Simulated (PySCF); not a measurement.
Task: What does the GFN2-xTB structure of `CC(=O)N[SiH3]` look like in three dimensions?

Result: 
Z-matrix in Å and degrees, rows numbered from 1:
```
C 
C   1  1.5082
O   2  1.2160  1  124.21
N   2  1.3476  1  117.28  3   179.65
Si  4  1.7584  2  113.72  1  -179.05
H   1  1.0889  2  109.60  3  -117.79
H   1  1.0863  2  109.74  3     2.30
H   1  1.0884  2  110.01  3   122.88
H   4  1.0066  2  119.65  1     0.16
H   5  1.4562  4  108.78  2   -62.94
H   5  1.4669  4  100.91  2   179.59
H   5  1.4565  4  108.64  2    62.16
```

N4 (amide nitrogen) is planar (angles 126.6°, 119.6° and 113.7°, sum 360.0°, 0.01 Å off the plane of its three neighbours). Si5 (SiH3 silicon) is distorted tetrahedral (angles from 100.9° to 114.4°). Of the pairs four or more bonds apart, O3···H12 is among the closest relative to their van der Waals radii: 2.83 Å, 104 % of the sum of Bondi's values. The 5 heavy atoms lie in one plane (0.006 Å rms).

Structure optimised with GFN2-xTB, isolated species.

Stationary, but not proved a minimum. One conformer, not necessarily the lowest (C1–C2–N4–Si5 -179°).

These are computed values.
